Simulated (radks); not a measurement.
Q: The mean radii <r> (bohr) of the occupied orbitals of an atom or ion are listed with their occupations. Method: scalar-relativistic Kohn-Sham, PBE, spin-unpolarised, spherical densities, point nucleus; computed with a radial shooting solver on a logarithmic mesh with Libxc functionals.

| orbital | occ. | <r> |
|---|---|---|
| 1s | 2 | 0.02037 |
| 2s | 2 | 0.08647 |
| 2p | 6 | 0.07674 |
| 3s | 2 | 0.2251 |
| 3p | 6 | 0.2242 |
| 3d | 10 | 0.2035 |
| 4s | 2 | 0.4927 |
| 4p | 6 | 0.5156 |
| 4d | 10 | 0.5372 |
| 4f | 3 | 0.5482 |

Name the element and its charge.

A: Z = 68, erbium, charge +19: Er19+ in [Kr] 4d10 4f3. The 1s radius gives Z: for a bare nucleus <r> = (2 gamma + 1)/(2Z) with gamma = sqrt(1 - (Z/c)^2), 0.02012 bohr for Z = 68, and screening makes it slightly larger (0.02037 here). The occupations add up to 49, and the charge is Z minus that.
